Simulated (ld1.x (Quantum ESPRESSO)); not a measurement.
## An all-electron radial function and its pseudo partner (Au (Z = 79))

Columns: radius, all-electron u(r) and pseudo u(r) of the 6p shell (level -0.89 eV) of gold in the configuration [Xe] 4f14 5d10 6s1 6p0; LDA (PZ), scalar-relativistic, TM scheme, ld1.x (Quantum ESPRESSO) 7.5.

```tsv
r (bohr)	all-electron	pseudo
0.173	-0.0491	0.0023
0.345	0.1081	0.0093
0.518	-0.0132	0.0211
0.690	-0.1430	0.0375
0.862	-0.1772	0.0588
1.035	-0.1364	0.0850
1.208	-0.0582	0.1159
1.380	0.0305	0.1511
1.553	0.1168	0.1903
1.725	0.1937	0.2320
1.898	0.2601	0.2751
2.070	0.3151	0.3174
2.242	0.3600	0.3570
2.415	0.3962	0.3923
2.588	0.4244	0.4216
2.760	0.4457	0.4444
2.932	0.4612	0.4608
3.105	0.4718	0.4717
3.278	0.4781	0.4781
3.450	0.4808	0.4808
3.623	0.4804	0.4804
3.795	0.4774	0.4774
3.968	0.4723	0.4723
4.140	0.4654	0.4654
4.312	0.4569	0.4569
4.485	0.4473	0.4473
```

Q: How many radial nodes do the two functions have?

A: The all-electron 6p function has n − l − 1 = 4 (the table is too coarse to show those close to the nucleus); the pseudo-wave has 0, since the states of the same l below it are removed with the core.

Q: At about which radius was the pseudo-wave matched?

A: 3.45 bohr. The columns agree to 0.0005 from 2.93 bohr on; several derivatives are matched, so the curves merge somewhat inside the radius.

Q: Where does each function peak?

A: Outermost all-electron maximum near 3.45 bohr, pseudo maximum near 3.45 bohr (to the table’s step).

Q: Is the pseudo-wave norm-conserving?

A: Yes: the TM scheme keeps the norm inside the radius equal to the all-electron one, which fixes the energy derivative of the logarithmic derivative at the level.
